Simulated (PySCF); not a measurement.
SrCl₂: bend–stretch map

Level of theory: PBE0/[Sr def2-TZVP with ECP28, Cl def2-TZVP], scalar-relativistic core potentials, density fitting, no spin–orbit coupling, PySCF.

Rigid scan from the singlet minimum (Sr–Cl 2.603 Å (×2); Cl–Sr–Cl 145.1°). Coordinate: rows scale both bonds, columns set the Cl–Sr–Cl angle. Energies in kJ/mol from the minimum.

```json
{"scale \\ angle": "0.94", "90": "55.2", "105": "33.0", "120": "24.4", "135": "23.6", "150": "27.2", "165": "32.0", "180": "34.1"}
{"scale \\ angle": "0.97", "90": "42.1", "105": "19.0", "120": "8.5", "135": "5.4", "150": "6.6", "165": "9.5", "180": "10.8"}
{"scale \\ angle": "1.00", "90": "?", "105": "17.8", "120": "5.8", "135": "?", "150": "0.1", "165": "?", "180": "2.3"}
{"scale \\ angle": "1.03", "90": "50.5", "105": "26.1", "120": "13.0", "135": "6.7", "150": "4.5", "165": "4.7", "180": "5.0"}
{"scale \\ angle": "1.06", "90": "66.5", "105": "41.7", "120": "27.7", "135": "20.3", "150": "16.9", "165": "?", "180": "16.2"}
{"scale \\ angle": "1.10", "90": "95.5", "105": "70.4", "120": "55.6", "135": "?", "150": "42.5", "165": "41.0", "180": "40.6"}
```

Fill in the five missing cells, row by row.

41.6, 0.9, 1.5, 16.2, 47.1.

The bond scale of lowest energy on the grid is 1.00 at 90°, 1.00 at 105°, 1.00 at 120°, 1.00 at 135°, 1.00 at 150°, 1.00 at 165°, 1.00 at 180°.

The scan took 31 s on 2 threads of a shared Intel Xeon 6975P-C (Granite Rapids) host; the process peaked at 0.91 GiB.
